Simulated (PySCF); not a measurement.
The vertical singlet excitations below were computed for one of the candidates. Computed with TDDFT CAM-B3LYP/def2-SVPD, vertical, gas phase, core orbitals frozen in the response (PySCF). Geometries: GFN2-xTB, one conformer each.

| state | E (eV) | f |
| --- | --- | --- |
| S1 | 5.49 | 0.029 |
| S2 | 5.67 | 0.035 |
| S3 | 5.96 | 0.0092 |
| S4 | 6.25 | 0.0035 |
| S5 | 6.33 | 0.044 |
| S6 | 6.54 | 0.0086 |
| S7 | 6.64 | 0.019 |
| S8 | 6.82 | 0.0011 |

Triplets computed (Tamm–Dancoff): 4.84, 5.02, 5.09 eV.

Problem. Which structure fits? All have the formula C2H9FSi4.
A. `C#C[SiH2][Si](F)([SiH3])[SiH3]`
B. `C=C[Si]1(F)[SiH2][SiH2][SiH2]1`
C. `F[Si@@H]1C([SiH3])=C[Si@H]1[SiH3]`
D. `F[Si@@H]1C([SiH3])=C[Si@@H]1[SiH3]`

Solution. A. Its S1, at 5.49 eV, is the highest among the candidates; the nearest of the others has S1 at 4.84 eV. S1 is HOMO→LUMO (90%). Löwdin shares by element: HOMO silicon 37% or more, carbon 34% (atoms not listed hold the other 29%); LUMO silicon 71% (atoms not listed hold the other 29%). At the same level the other candidates give, for their lowest levels:
- `C=C[Si]1(F)[SiH2][SiH2][SiH2]1`: 4.16 eV (f 0.000); 5.12 eV (f 0.001); 5.14 eV (f 0.000); 5.97 eV (f 0.046); 5.98 eV (f 0.565); T1 3.82 eV; HOMO -8.39, LUMO -0.81 eV
- `F[Si@@H]1C([SiH3])=C[Si@@H]1[SiH3]`: 4.80 eV (f 0.000); 5.63 eV (f 0.045); 5.76 eV (f 0.010); 6.10 eV (f 0.061); 6.31 eV (f 0.008); T1 4.15 eV; HOMO -8.74, LUMO -0.22 eV
- `F[Si@@H]1C([SiH3])=C[Si@H]1[SiH3]`: 4.84 eV (f 0.002); 5.75 eV (f 0.003); 5.79 eV (f 0.004); 5.97 eV (f 0.020); 6.33 eV (f 0.145); T1 4.16 eV; HOMO -8.74, LUMO -0.16 eV

The values belong to the conformer `[CH:1]#[C:2][SiH2:3][Si:4]([F:5])([SiH3:6])[SiH3:7]`: C2–Si3–Si4–F5 180°.
